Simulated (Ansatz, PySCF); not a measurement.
Gas-phase reaction (SMILES): O[Si](O)(O)S + F (HF) → O[Si](O)(O)F [fluoro(trihydroxy)silane] + S (H2S); hydrogen fluoride cleaves one Si-S bond, a model of a ligand-exchange step.

Each molecule is optimised on its own at B3LYP-D3(BJ)/def2-TZVP (Ansatz, a first-principles code), one conformer each, not searched for the lowest. Correlated levels leave the core frozen unless marked. Spin-orbit coupling is left out. No relativistic terms. CBS marks a two-point X^-3 extrapolation of the correlation energy; Hartree-Fock from the larger set. Thermal terms are rigid-rotor harmonic-oscillator values from B3LYP-D3(BJ) frequencies (Ansatz or PySCF) at 298.15 K and 1 atm. 1 Eh = 627.5095 kcal/mol.

```
species       E, CCSD(T)/CBS(aug-cc-pV(T+d)Z,aug-cc-pV(Q+d)Z) (Ansatz) (Eh)  E, wB97M-V/def2-TZVPD (Ansatz) (Eh)  H - E (Eh)
------------  -------------------------------------------------------------  -----------------------------------  ----------
O[Si](O)(O)S                                                     -914.97063                           -915.99027     0.06153
F (HF)                                                           -100.39216                           -100.46200     0.01259
O[Si](O)(O)F                                                     -616.43143                           -617.11468     0.05355
S (H2S)                                                          -398.96772                           -399.37357     0.01881
```

**Question.** Work out ΔE and ΔH at 298.15 K at the first level, then ΔH at the second.

**Answer.** 
1. ΔE = [(-616.43143) + (-398.96772)] - [(-914.97063) + (-100.39216)] = -0.03636 Eh = -22.8 kcal/mol at CCSD(T)/CBS(aug-cc-pV(T+d)Z,aug-cc-pV(Q+d)Z).
2. The terms H - E add up to -0.00176 Eh, so ΔH = (-0.03636 + (-0.00176))×627.5095 = -23.9 kcal/mol.
3. At wB97M-V/def2-TZVPD the same steps give ΔE = -22.6 and ΔH = -23.7 kcal/mol, a shift of +0.2 from the first level.
4. These values are not checked against measurement here, since the tables used lack a sound gas-phase enthalpy of formation for at least one species.
